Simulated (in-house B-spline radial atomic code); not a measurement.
How numerical settings move a run on Ne⁺, [He] 2s2 2p5. Computed with an all-electron radial atomic-structure program (B-spline basis): non-relativistic Hartree-Fock, average of configuration, point nucleus.

Command:
```bash
python run_scf.py task.json out
```
Settings of the sound reference run:
```
Z                10
electrons        9
configuration    [He] 2s2 2p5
hamiltonian      nr
method           hf
spin_polarised   False
knot_spacing     0.22
spline_order     8
gauss_points     12
box_radius       35.29
max_iterations   70
damping          0.5
damped_steps     3
diis_vectors     10
tolerance        1e-08
start            Thomas-Fermi
```

Cost of the run: 0.04 s on 1 thread of AMD EPYC 9R45 96-Core Processor (shared host).

It converges in 9 iterations to -127.817814 hartree, with 2p at -43.7178 eV. The other runs change the listed settings, some to values that make no sense; their results aren't properties of the atom or ion. Radii are in bohr (the nuclear one in fm), a minus after a letter asks for a j subshell, and «unchanged» means within 1e-8 hartree. The run stops when the residual is below 10 × tolerance × max(1, Z/10), or a noise floor if that is larger, and the energy moves by less than 1e-8 × √|E| hartree; so very loose and very tight tolerances often act alike.

| changed settings | outcome |
| --- | --- |
| spline_order = 5, gauss_points = 16, max_iterations = 2 | not converged after 2 iterations, last residual 1.1e-01, last energy +2.98e-01 hartree from the reference |
| start = bare nucleus | converged in 10 iterations, energy unchanged |
| knot_spacing = 0.3, spline_order = 7, gauss_points = 5, max_iterations = 60, damped_steps = 30 | converged in 23 iterations, energy +1.08e-07 hartree from the reference, 2p level -1.8e-06 eV |
| damping = 0.2 | converged in 8 iterations, energy unchanged, 2p level +3.7e-06 eV |
| electrons = 10, configuration = [He] 2s2 2p5 3s-1, max_iterations = 100 | stopped with error: j subshells need the Dirac Hamiltonian and l > 0 |
| max_iterations = 8 | not converged after 8 iterations, last residual 2.2e-07, last energy -2.00e-11 hartree from the reference |
| first_knot = 0.01, max_iterations = 100, damped_steps = 8 | converged in 13 iterations, energy unchanged |
| max_iterations = 3 | not converged after 3 iterations, last residual 3.9e-02, last energy +3.50e-02 hartree from the reference |
| damping = 0.95 | converged in 10 iterations, energy unchanged, 2p level +8.2e-07 eV |
| spline_order = 4, gauss_points = 5, max_iterations = 50, start = bare nucleus | converged in 10 iterations, energy +2.53e-05 hartree from the reference, 2p level -3.6e-05 eV |
| max_iterations = 75, damped_steps = 30, tolerance = 1e-13 | converged in 28 iterations, energy unchanged, 2p level -3.2e-07 eV |

Task: What happens with damping = 0?

Result: Converged in 9 iterations, energy unchanged, 2p level +9.0e-07 eV.

Task: What happens with damping = 0.8?

Result: Converged in 10 iterations, energy unchanged, 2p level +2.9e-07 eV.

Task: What happens with hamiltonian = dirac, nucleus = fermi, rms_radius = 3.0055, mass_number = 20, atomic_mass = 19.99244, speed_of_light = 7.495869?

Result: Stopped with error: Z/c is past the critical charge.

Task: What happens with electrons = 12, configuration = [He] 2s2 2p5 3s3, max_iterations = 60?

Result: Stopped with error: shell 3s holds at most 2 electrons.
